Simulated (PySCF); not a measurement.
H₂Si₂, SMILES [Si]=[SiH2] (connectivity only; charge and spin as stated), neutral, multiplicity 1. Atoms are numbered in the order given.

```xyz
4

Si     0.0000     0.0000    -0.9705
Si     0.0000     0.0000     1.2278
H      0.0000    -1.2347    -1.8013
H      0.0000     1.2347    -1.8013
```
Charge 0, spin multiplicity 1.

Geometry: r2SCAN-D4/def2-TZVP. The isomer is the one that the SMILES or the coordinates give; other isomers of the formula were not compared.

Two levels are set side by side: PBE/pcSseg-2 (PySCF) and PBE0/pcSseg-2 (PySCF). GIAO shifts against TMS (²⁹Si), TMS (¹H) at the same level; non-relativistic, no solvent, atoms listed together averaged. Differences are taken from unrounded values.

| quantity | PBE0 |
|---|---|
| δ(²⁹Si) of Si1 (ppm) | 237.0 |
| δ(²⁹Si) of Si2 (ppm) | 2384.0 |
| δ(¹H) of H3, H4 (ppm) | 10.11 |

What does PBE give, and how far is it from PBE0? (The exact figures need the calculation; the answer reports its results.)


```csv
quantity,PBE,PBE minus PBE0
δ(²⁹Si) of Si1 (ppm),198.3,-38.7
δ(²⁹Si) of Si2 (ppm),2214.3,-169.8
"δ(¹H) of H3, H4 (ppm)",9.59,-0.52
```

Rough cost on one machine, each run with all the roots and properties that it gave: PBE0 against PBE within a factor of 2.
